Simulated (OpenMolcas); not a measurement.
## Which level was it?

C3H12GaN has 17 atoms, charge 0, and is taken as a singlet. As SMILES, `C[Ga-](C)(C)[NH3+]`. The shape is that of a PBE0-D4/def2-TZVP optimisation.

```xyz
17

C    -0.7247    0.7673   -1.7810
Ga    0.1555   -0.1566   -0.2471
C     2.0271    0.3651    0.2067
C    -0.4223   -2.0189    0.1762
N    -0.8701    0.8764    1.3821
H    -0.3378    0.3828   -2.7293
H    -0.5388    1.8457   -1.7769
H    -1.8075    0.6098   -1.7933
H     2.3287    0.0071    1.1959
H     2.7277   -0.0673   -0.5138
H     2.1733    1.4493    0.1793
H    -0.0829   -2.3434    1.1646
H    -0.0021   -2.7216   -0.5495
H    -1.5097   -2.1345    0.1360
H    -0.5543    0.5317    2.2812
H    -1.8718    0.7340    1.3236
H    -0.6903    1.8731    1.3453
```

A calculation with OpenMolcas 26.06 gave:

* total energy: -2096.2224 Eh
* dipole moment: 4.66 D
* HOMO energy: -5.23 eV
* LUMO energy: -0.21 eV
* HOMO–LUMO gap: 5.02 eV
* largest force: 0.774 eV/Å

Problem. Which of these levels gave the numbers?
A. SVWN5/6-31G* (spherical functions)
B. HF/6-31G* (spherical functions)
C. r2SCAN/6-31G* (spherical functions)
D. BHLYP/6-31G* (spherical functions)

Solution. A. The others give -2098.0120 Eh (HF/6-31G* (spherical functions)), -2100.7376 Eh (BHLYP/6-31G* (spherical functions)), -2100.7511 Eh (r2SCAN/6-31G* (spherical functions)).
